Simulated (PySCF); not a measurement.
## Exercise with solution: dipole moment from atomic charges

Si(H)(OH)(SeH)2 (H4OSe2Si), SMILES O[SiH]([SeH])[SeH]. Atoms are numbered in the order given.

```xyz
8

Si    -0.8593    -0.3553    -0.1124
O     -1.8377    -0.6228     1.2013
Se    -0.2062     1.8158    -0.4154
Se     1.0772    -1.5322     0.2083
H     -1.6714    -0.8074    -1.2679
H     -1.5011    -0.3200     2.0548
H     -1.5151     2.2073    -0.9684
H      1.8057    -0.7671    -0.8154
```
Charge 0, spin multiplicity 1.

Coordinates come from a r2SCAN-D4/def2-SVP optimisation. The structure was generated by enumeration, and PubChem lists no compound with its InChIKey, so it may never have been made. Other conformers were not sampled.

Charges (e) from PBE/def2-TZVP (PySCF):

```json
[
 {"atom": "Si1", "IAO": "0.848", "ESP fit": "0.112"},
 {"atom": "O2", "IAO": "-0.763", "ESP fit": "-0.432"},
 {"atom": "Se3", "IAO": "-0.241", "ESP fit": "-0.243"},
 {"atom": "Se4", "IAO": "-0.243", "ESP fit": "-0.139"},
 {"atom": "H5", "IAO": "-0.119", "ESP fit": "0.013"},
 {"atom": "H6", "IAO": "0.371", "ESP fit": "0.384"},
 {"atom": "H7", "IAO": "0.070", "ESP fit": "0.166"},
 {"atom": "H8", "IAO": "0.077", "ESP fit": "0.139"}
]
```

The dipole moment of the full density is 0.70 D.

Task: What dipole moment does each set of point charges give, and which comes closer to that of the density?

Result: 
μ = Σ q r, and 1 e Å = 4.8032 D.
IAO: Σ q r = (0.136, 0.181, -0.180) e Å, |μ| = 1.39 D.
ESP fit: Σ q r = (-0.001, 0.127, 0.039) e Å, |μ| = 0.64 D.
ESP fit comes closer in size. Point charges leave out the atoms' own dipoles (lone pairs, polarised bonds); fits to the potential absorb them, partitions of the density don't.
